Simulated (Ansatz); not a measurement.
Reaction (formal exchange of groups at a B–F bond): `CB(F)F` + `[Br][SnH3]` → `C[B](F)[SnH3]` + `FBr`

Computed with Ansatz on PBE0-D4/def2-TZVP structures; ΔE is electronic, products minus reactants. CCSD(T)/CBS is the MP2 limit (def2-TZVPP, def2-QZVPP) plus CCSD(T) − MP2 in def2-TZVPP, frozen cores. Functionals use def2-TZVPP. B3LYP here is the variant with VWN-RPA as its local correlation; programs differ in this. def2 core potentials past Kr. For Br, Sn outer-core shells are correlated without core-valence functions, which leaves a few kJ/mol of doubt a bond. Scalar relativity is left out up to krypton.

`CB(F)F`:

Cartesian coordinates in Å:
```
C -0.318 -0.070 0.620
B 0.361 0.095 -0.769
F -0.137 0.865 -1.722
F 1.490 -0.530 -1.065
H -1.286 0.427 0.679
H -0.443 -1.129 0.861
H 0.333 0.343 1.397
```

`[Br][SnH3]`:

Z-matrix (Å, degrees):
```
Sn
Br 1 2.483
H 1 1.700 2 106.4
H 1 1.700 2 106.4 3 -120.0
H 1 1.700 2 106.4 3 120.0
```

`C[B](F)[SnH3]`:

Z-matrix (Å, degrees):
```
C
B 1 1.556
H 1 1.096 2 109.7
H 1 1.096 2 110.0 3 115.3
H 1 1.092 2 113.4 3 -122.1
F 2 1.326 1 119.5 3 121.2
Sn 2 2.282 1 123.5 3 -58.7
H 7 1.712 2 110.9 1 59.8
H 7 1.708 2 113.1 1 -179.2
H 7 1.712 2 110.9 1 -58.1
```

`FBr`:

Cartesian coordinates in Å:
```
F 0.360 0.587 0.543
Br -0.360 -0.587 -0.543
```

CCSD(T)/CBS gives +5.45 eV.

(1) Another level gave +5.37 eV. Which?
A. PBE/def2-TZVPP
B. r2SCAN-D4/def2-TZVPP
C. ωB97M-V/def2-TZVPP
D. B3LYP-D4/def2-TZVPP

Largest T1 diagnostic among the species: 0.014.

## Answers

(1) C. ωB97M-V 5.37, B3LYP-D4 5.28, r2SCAN-D4 5.43, PBE 5.08 eV.

In def2-TZVPP, CCSD(T) changes the Hartree–Fock value by −0.56 eV (the triples alone add −0.08 eV) and MP2 by −0.37 eV. The D4 term adds −0.03 eV with B3LYP and −0.02 eV with PBE0; it sums over pairs of atoms, weighted by their polarisabilities, and B3LYP, whose exchange is more repulsive, gets the larger term. From PBE to PBE0 (25 % exact exchange), in def2-TZVPP and without D4, ΔE moves by +0.28 eV.
